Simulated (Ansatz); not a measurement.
Basis-set extrapolation for CH$_{6}$FNSi$_{2}$ (`N[Si]1(F)C[SiH2]1`) (PBE0-D4/def2-TZVP geometry, frozen core, Ansatz). Multiplicity 1, RHF reference.

```csv
,def2-TZVPP,def2-QZVPP
HF,-773.279192,-773.306636
MP2 correlation,-0.870662,-0.939785
CCSD(T) correlation,-0.946481,not run
```

Energies in hartree. Use E(X) = E(∞) + A·exp(−7.88·√X) for Hartree–Fock and E(X) = E(∞) + B·X^(−2.97) for correlation, with X = 3 and 4, and add CCSD(T) minus MP2 of the smaller set to the MP2 limit.

Task: What is the CCSD(T) energy at the basis-set limit?

Result: HF limit: -773.306636 + (-0.027444) × 0.13774 = -773.31042. MP2 limit: -0.939785 + (-0.069123) × 0.74074 = -0.99099. Higher-order term: -0.946481 − (-0.870662) = -0.07582. Total: -774.37723 hartree, 4.12 eV below CCSD(T)/def2-TZVPP.
